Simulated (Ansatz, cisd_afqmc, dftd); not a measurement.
System: Si₂H₄, charge 0, singlet. Si2H4 (SMILES [SiH][SiH3]).
B3LYP-D3(BJ)/def2-TZVP minimum from Ansatz (a quantum-chemistry and plane-wave program):
```xyz
6

Si     0.0071     1.0500     0.8096
H     -0.4184     1.8608    -0.4081
Si     0.0198    -0.9006    -0.5838
H      0.9769    -0.6998    -1.7070
H     -1.3363    -1.1013    -1.1659
H      0.4013    -2.1512     0.1194
```
Charge 0, spin multiplicity 1.

Quantity: atomisation energy (electronic, to ground-state atoms), in kJ/mol. Open shells are spin-unrestricted; no spin-orbit coupling. Correlated methods leave the cores frozen. Rows without X2C or -DK are non-relativistic. AFQMC is phaseless with a CISD trial state; ± is one standard error, without the phaseless bias. Outlying blocks are dropped, and bars are widened where a walk drifts. Over all cases where full CI ran beside it in this data, AFQMC minus full CI had a median of +0.1 mEh and passed +0.4 mEh in a tenth of the cases. CBS(X,Y): correlation extrapolated as X^-3, Hartree-Fock from the larger set (Q,5: extrapolated as (X+1)exp(-9√X)). A bracket is a step between two methods taken in the basis named. The functionals are non-relativistic, so their misses hold any scalar relativity. 'core' is core correlation in cc-pwCVTZ (1s frozen past Ne), 'X2C' scalar relativity in cc-pVTZ-DK, both at CCSD(T). Where a partner has so few electrons that a lower coupled-cluster level is exact, that level stands in. The restricted determinant of H4Si2 ([SiH][SiH3], singlet) is unstable towards broken spin symmetry in at least one set run.

```
level                                                                                               program  atomisation energy (kJ/mol)  difference against the last row
--------------------------------------------------------------------------------------  -------------------  ---------------------------  -------------------------------
PBE-D4/def2-TZVPD                                                                            Ansatz + dftd4                       1504.7                            -25.0
r2SCAN/def2-TZVPD                                                                                    Ansatz                       1514.1                            -15.6
CAM-B3LYP/def2-TZVPD                                                                                 Ansatz                       1521.5                             -8.2
wB97X-V/def2-TZVPD                                                                                   Ansatz                       1547.2                             17.5
MP2/cc-pV(T+d)Z                                                                                      Ansatz                       1450.6                            -79.1
MP2/cc-pV(Q+d)Z                                                                                      Ansatz                       1478.9                            -50.8
CCSD(T)/cc-pV(5+d)Z                                                                                  Ansatz                       1525.7                             -4.0
CCSDT(Q)/cc-pV(D+d)Z                                                                                 Ansatz                       1411.9                           -117.8
CCSDT(Q)/cc-pV(T+d)Z                                                                                 Ansatz                       1491.7                            -38.0
AFQMC/CISD/cc-pV(D+d)Z                                                                           cisd_afqmc                 1411.5 ± 1.0                           -118.2
CCSD(T)/CBS(cc-pV(Q+d)Z,cc-pV(5+d)Z) + [AFQMC/CISD - CCSD(T)]/cc-pV(D+d)Z + core + X2C  Ansatz + cisd_afqmc                 1530.0 ± 1.0                              0.3
CCSD(T)/CBS(cc-pV(Q+d)Z,cc-pV(5+d)Z) + [CCSDT(Q) - CCSD(T)]/cc-pV(T+d)Z + core + X2C                 Ansatz                       1529.7                              0.0
```
